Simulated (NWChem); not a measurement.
System: C$_{2}$H$_{6}$BeIN; SMILES C[N](C)[Be][I]

NWChem input:

```
start job
memory heap 200 mb stack 900 mb global 1100 mb
geometry units angstroms noautoz
  Be     0.000297     0.792455     0.000000
  I      0.000788    -1.389479     0.000000
  N     -0.000128     2.294338     0.000000
  C     -0.000125     3.088275     1.205489
  C     -0.000125     3.088275    -1.205489
  H     -0.890785     3.744065     1.265509
  H      0.891457     3.742720     1.266587
  H     -0.001192     2.449452     2.102874
  H      0.891457     3.742720    -1.266587
  H     -0.890785     3.744065    -1.265509
  H     -0.001192     2.449452    -2.102874
end
basis spherical
  * library def2-tzvpp
end
ecp
  I library def2-ecp
end
dft
  xc b3lyp
  iterations 150
  semidirect filesize 400000000
  mulliken
end
task dft energy
```

Coordinates come from a PBE0/def2-SVP optimisation. Not confirmed as a minimum by frequencies. def2 effective core potentials on I; no spin-orbit coupling.

Problem. Predict the main results of this run. (B3LYP/def2-TZVPP with def2 effective core potentials on I.) Quantities: basis functions; energy (Ha); highest occupied level (eV); orbital gap (eV); dipole (D).

Solution. number of basis functions: 246
energy (Ha): -447.28
highest occupied level (eV): -6.30
orbital gap (eV): 5.83
dipole (D): 1.96
